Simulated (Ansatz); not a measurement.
Mulliken charges of `[OH][Ge]([F])([F])[SiH3]` from PBE/def2-TZVPP in Ansatz (PBE0-D4/def2-TZVP geometry).

| atom | x (Å) | y (Å) | z (Å) | charge (e) |
| --- | --- | --- | --- | --- |
| O1 | 0.637 | 1.963 | -0.124 | -0.375 |
| Ge2 | 0.667 | 0.236 | -0.420 | 0.828 |
| F3 | 0.703 | -0.005 | -2.135 | -0.329 |
| F4 | 2.222 | -0.352 | 0.064 | -0.330 |
| Si5 | -1.126 | -0.917 | 0.633 | 0.049 |
| H6 | 1.371 | 2.435 | -0.529 | 0.191 |
| H7 | -0.989 | -2.352 | 0.292 | -0.011 |
| H8 | -2.392 | -0.357 | 0.107 | -0.012 |
| H9 | -1.006 | -0.698 | 2.093 | -0.012 |

Question: By hand: the dipole of these point charges (1 e Å = 4.8032 D).

Answer: Σ q r = (-0.393, 0.036, 0.280) e Å, of length 0.484 e Å = 2.32 D.

Question: How does the dipole of the full density compare? (An estimate is asked.)

Answer: Computed: (-0.352, -0.013, 0.249) e Å, 2.07 D; the point charges give 1.12 times that, at 6° from its direction.

Point charges leave out the atoms' own dipoles, such as those of lone pairs, and Mulliken's split depends on the basis, so the close match here is no proof of good charges.
